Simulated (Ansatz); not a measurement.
```yaml
crystal:
  periodic: [true, true, true]
  atoms:
    - {symbol: O, position_ang: [0.192135, 1.342510, -0.847676]}
    - {symbol: Sn, position_ang: [0.019325, -0.088617, 0.452710]}
    - {symbol: Br, position_ang: [1.708510, -1.807502, -0.049788]}
    - {symbol: Br, position_ang: [-2.186926, -1.142032, 0.164199]}
    - {symbol: H, position_ang: [0.090480, 1.050686, -1.757883]}
    - {symbol: H, position_ang: [0.218477, 0.580857, 1.992338]}
basis:
  gaussian: {orbitals: x2c-TZVPPall, final_grid: {core_spheres: 8, valence_spheres: 7, degree: 23}}
total_charge: -1
magnetization: {spin_polarized: true, initial_magnetization: 1}
hamiltonian: {xc: {name: HSE06}, dispersion: d4}
accuracy: high
```

```sh
$ ansatz run in.yaml --threads 4 --pin off --events-out ev --progress --plain --max-ram 10444MiB
```

Shortened log:

```
Error: YAML parse error: error: line 2 column 3: crystal: missing field `lattice` (a structure is typed as `lattice` and `atoms`, a molecule's as `atoms` in Å alone, or read from a run's directory, `checkpoint`)
 --> <input>:2:3
  |
1 | crystal:
2 |   periodic: [true, true, true]
  |   ^ crystal: missing field `lattice` (a structure is typed as `lattice` and `atoms`, a molecule's as `atoms` in Å alone, or read from a run's directory, `checkpoint`)
3 |   atoms:
4 |     - {symbol: O, position_ang: [0.192135, 1.342510, -0.847676]}
  |
```

In this input the molecule is marked periodic without a cell. The program refused the input.
